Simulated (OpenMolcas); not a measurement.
Rb: from CASSCF to CASPT2

```json
{"Program": "OpenMolcas 26.06", "Basis": "ANO-RCC-VQZP [8s7p4d2f1g]", "Scalar Hamiltonian": "DKH2, point nucleus", "Active space": "1 electron in 4 orbitals (5s 5p)", "State averaging": "2S+1 = 2 even, 1 root; 2S+1 = 2 odd, 3 roots", "Spin-orbit coupling": "RASSI with atomic mean-field integrals over the reference wave functions, term energies averaged over their components"}
```

Methods on the same reference wave functions:
A. CASSCF
B. SS-CASPT2, IPEA 0.25 Eh, imaginary shift 0.1 Eh (closed shells correlated: 4s 4p)

Energies in cm-1 above 5s 2S 1/2, the measured ground level; measured values from NIST Handbook of Basic Atomic Spectroscopic Data.

```tsv
Level	A	B	Measured
5s 2S 1/2	0.0	0.0	0.0
5p 2P* 1/2	10738	12534	12579
5p 2P* 3/2	10873	12669	12817
```

Deviations, from unrounded energies. A percentage is the sum of absolute deviations over the sum of measured energies, with the sign that they share, or ± where signs differ.

```json
{"Against measurement": "mean absolute deviation (cm-1)", "Levels": "2", "A": "1900", "B": "96"}
{"Against measurement": "other configurations (%)", "Levels": "2", "A": "-14.9", "B": "-0.8"}
```

B lies closest to measurement on these levels. The largest miss of B in the table is 5p 2P* 3/2, by -150 cm-1. The ranking rests on the paired levels alone, and a cruder setting can come out closer through cancelling errors.

The lowest spin-free term lies below A's lowest term by 0.208 hartree in B.

ANO sets are built for ground and valence states and can reach diffuse excited orbitals poorly. With one active electron the reference holds no correlation, so core polarisation is missing (holds for A). With one active electron, CASPT2 adds the correlation within the correlated inactive shells and between them and that electron, and leaves the splitting within a term as the reference gives it (holds for B). Computed and measured levels are paired by configuration, term and J; levels that our copy of the source lacks, or whose pairing is in doubt (as where it misses far off the trend of its configuration), stay unpaired and out of the deviations. Levels of configurations outside the active space are missing.

* marks odd parity.
